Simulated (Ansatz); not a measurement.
Breaking a bond: SiBe, lowest triplet found (which spin is the ground state isn't settled by this scan).

Computed with: UKS-PBE = unrestricted PBE/aug-cc-pVDZ (Ansatz, an electronic-structure program); UKS-CAM-B3LYP = unrestricted CAM-B3LYP/aug-cc-pVDZ in Ansatz; FCI = full CI/aug-cc-pVDZ, frozen core (Ansatz).

Energies relative to the lowest point of each curve between 1.80 and 2.60 Å, where full CI is lowest, in kcal/mol; the last columns give the error against full CI:

| R / Å | UKS-PBE | UKS-CAM-B3LYP | FCI | UKS-PBE − FCI | UKS-CAM-B3LYP − FCI |
|---|---|---|---|---|---|
| 1.49 | 103.5 | 98.6 | 111.7 | -8.2 | -13.0 |
| 1.63 | 50.7 | 47.1 | 56.8 | -6.1 | -9.6 |
| 1.72 | 29.6 | 26.9 | 34.3 | -4.7 | -7.4 |
| 1.80 | 16.9 | 14.9 | 20.5 | -3.6 | -5.6 |
| 1.87 | 9.3 | 8.0 | 12.1 | -2.8 | -4.1 |
| 1.96 | 3.4 | 2.8 | 5.1 | -1.8 | -2.4 |
| 2.02 | 1.2 | 0.9 | 2.4 | -1.2 | -1.5 |
| 2.07 | 0.2 | 0.0 | 0.9 | -0.7 | -0.9 |
| 2.17 | 0.0 | 0.0 | 0.0 | 0.0 | 0.0 |
| 2.24 | 0.9 | 0.9 | 0.4 | 0.5 | 0.5 |
| 2.35 | 3.4 | 3.2 | 2.2 | 1.2 | 1.0 |
| 2.46 | 6.7 | 6.1 | 4.8 | 1.9 | 1.3 |
| 2.60 | 11.5 | 10.0 | 8.6 | 2.8 | 1.4 |
| 2.82 | 18.8 | 15.6 | 14.3 | 4.5 | 1.3 |
| 3.03 | 24.8 | 19.6 | 18.4 | 6.4 | 1.2 |
| 3.31 | 30.9 | 23.2 | 22.0 | 9.0 | 1.2 |
| 3.68 | 36.0 | 25.9 | 24.3 | 11.6 | 1.5 |
| 4.11 | 39.0 | 27.4 | 25.6 | 13.4 | 1.8 |
| 4.55 | 40.5 | 28.0 | 26.1 | 14.3 | 1.9 |
| 5.14 | 41.2 | 28.4 | 26.5 | 14.8 | 1.9 |
| 5.99 | 41.6 | 28.4 | 26.7 | 14.9 | 1.8 |
| 7.06 | 41.7 | 28.5 | 26.8 | 14.9 | 1.7 |

UKS-PBE is furthest from FCI at 7.06 (14.9 kcal/mol, above); its mean absolute error over the points is 6.3 kcal/mol.

UKS-CAM-B3LYP is furthest from FCI at 1.49 (-13.0 kcal/mol, below); its mean absolute error over the points is 2.9 kcal/mol.

The unrestricted determinant behind UKS-CAM-B3LYP is spin-contaminated at 2.02 to 2.60 Å (<S²> up to 2.2, against 2.00 for a pure triplet). Also computed but left out beside FCI, since their determinant holds another spin at the minimum (<S²> over 0.7 above the pure value): UHF, UMP2, UCCSD, UCCSD(T), UCCSDT, UCCSDT(Q), UHF/3-21G, UMP2/3-21G.
